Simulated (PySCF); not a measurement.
Computed IR spectrum (relative IR intensity) of a molecule C3H6N2Si. Geometry optimised at PBE-D3(BJ)/def2-SVP. Other conformers were not sampled. Computed with PySCF with PBE-D3(BJ)/def2-SVP. Frequencies are harmonic and unscaled.

Lines under 2 % of the strongest are left out, and lines within 2 cm⁻¹ are merged.

```json
[
 {"ν (cm⁻¹)": "49", "relative intensity": "2.3"},
 {"ν (cm⁻¹)": "507", "relative intensity": "5.0"},
 {"ν (cm⁻¹)": "657", "relative intensity": "21"},
 {"ν (cm⁻¹)": "677", "relative intensity": "21"},
 {"ν (cm⁻¹)": "732", "relative intensity": "14"},
 {"ν (cm⁻¹)": "810", "relative intensity": "2.3"},
 {"ν (cm⁻¹)": "900", "relative intensity": "48"},
 {"ν (cm⁻¹)": "906", "relative intensity": "18"},
 {"ν (cm⁻¹)": "913", "relative intensity": "93"},
 {"ν (cm⁻¹)": "957", "relative intensity": "5.0"},
 {"ν (cm⁻¹)": "1033", "relative intensity": "5.5"},
 {"ν (cm⁻¹)": "1342", "relative intensity": "4.8"},
 {"ν (cm⁻¹)": "1356", "relative intensity": "3.3"},
 {"ν (cm⁻¹)": "1722", "relative intensity": "100"},
 {"ν (cm⁻¹)": "2123", "relative intensity": "43"},
 {"ν (cm⁻¹)": "2187", "relative intensity": "31"},
 {"ν (cm⁻¹)": "2191", "relative intensity": "34"},
 {"ν (cm⁻¹)": "2298", "relative intensity": "4.9"},
 {"ν (cm⁻¹)": "2884", "relative intensity": "16"}
]
```

### Question
Which molecule gave these data?
A. N#CC/C=N/[SiH3]
B. [SiH3]C1N=CC=N1
C. C1=NCN=C[SiH2]1
D. N[Si@H]1C=CC=N1

### Answer
A, N#CC/C=N/[SiH3]
